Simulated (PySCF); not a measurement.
# From computed data to an observable: chemical shift, span and skew from a shielding tensor

C4H9FSi, SMILES C[SiH](C)/C=C\F. Atoms are numbered in the order given.

```xyz
15

C     -1.2402     0.5096     1.5451
Si    -0.9006    -0.5044     0.0000
C     -1.2402     0.5096    -1.5451
C      0.8834    -1.1042     0.0000
C      1.9303    -0.2851     0.0000
F      1.7888     1.0463     0.0000
H     -2.2798     0.8726     1.5606
H     -1.0702    -0.0859     2.4550
H     -0.5685     1.3813     1.5771
H     -1.7660    -1.7276     0.0000
H     -0.5685     1.3813    -1.5771
H     -2.2798     0.8726    -1.5606
H     -1.0702    -0.0859    -2.4550
H      1.1254    -2.1717     0.0000
H      2.9881    -0.5708     0.0000
```

Geometry: PBE0-D3(BJ)/def2-SVP. The structure was generated by enumeration; whether it is a known compound was not checked. One conformer was computed; it need not be the lowest.

GIAO shieldings from PBE/pcSseg-1 (PySCF), non-relativistic, no solvent. The symmetric part of the tensor of C5 has the principal values -95.0, 64.9, 65.4 ppm. The same nucleus in TMS has σ = 182.0 ppm at this level (PySCF, at its B3LYP-D3(BJ)/def2-TZVP geometry).

Q: Work out the isotropic shielding, the ¹³C shift against TMS, the span and the skew.

A: 
σ(iso) = (σ11 + σ22 + σ33)/3 = 11.8 ppm. δ = σ(ref) − σ(iso) = 182.0 − (11.8) = 170.2 ppm.
Span Ω = σ33 − σ11 = 160.4 ppm. Skew κ = 3(σ(iso) − σ22)/Ω = -0.99, an axial tensor. Tumbling in solution averages the tensor to δ; in a static solid the shielding alone would spread this spin-1/2 line over Ω.
